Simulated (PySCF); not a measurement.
**Correlation energy of N²⁺ (nitrogen, charge +2)**

[He] 2s1 2p1 3s1, high-spin 4P determinant (an excited configuration). Computed with PySCF 2.14 in aug-cc-pCVTZ-DK with one added diffuse shell each of s, p, d, f type (8s7p5d3f, 75 functions), with the spin-free X2C one-electron Hamiltonian (Gaussian nucleus). Frozen: 1s2; 3 electrons correlated.

```json
{"level": "CCSD", "correlation energy (mhartree)": "-14.62"}
{"level": "(T)", "correlation energy (mhartree)": "-0.11"}
{"level": "CCSD(T)", "correlation energy (mhartree)": "-14.73"}
```

Diagnostics: T1 = 0.0054, D1 = 0.0129, largest double amplitude 0.058.

Is a single reference adequate?

Yes: T1 lies below 0.03 and no double amplitude reaches 0.07.
